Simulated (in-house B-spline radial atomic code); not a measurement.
A fraction x of an electron is removed from 3d in the cobalt ion Co²⁺, starting from [Ar] 3d7 and keeping the highest spin. Method: non-relativistic SCAN, spin-polarised, spherical fractional occupations, point nucleus. Calculated with a radial B-spline atomic code at the basis-set limit.

```tsv
x	E(x) - E(0) (eV)	3d down level (eV)
0	0.0000	-24.838
0.11	2.8266	-26.561
0.13	3.3610	-26.878
0.29	7.8666	-29.453
0.49	14.0868	-32.767
0.5	14.4153	-32.935
0.55	16.0832	-33.781
0.67	20.2598	-35.835
0.8	25.0651	-38.100
0.97	31.7979	-41.120
1	33.0396	-41.660
```

The exact functional would give a straight line between the two integer points. Deviations E(x) - E(0) - x[E(1) - E(0)], in eV: -0.808 at x = 0.11, -0.934 at x = 0.13, -1.715 at x = 0.29, -2.103 at x = 0.49, -2.104 at x = 0.5, -2.089 at x = 0.55, -1.877 at x = 0.67, -1.367 at x = 0.8, -0.251 at x = 0.97.

The curve lies below the straight line by up to 2.104 eV (at x = 0.5): convex, the delocalisation error that favours fractional charges.

How well does Slater's transition state (minus the level at half occupation) give the ionisation energy?

It gives 32.935 eV against 33.040 eV from the two total energies; NIST lists 33.50 eV, ground level to ground level.
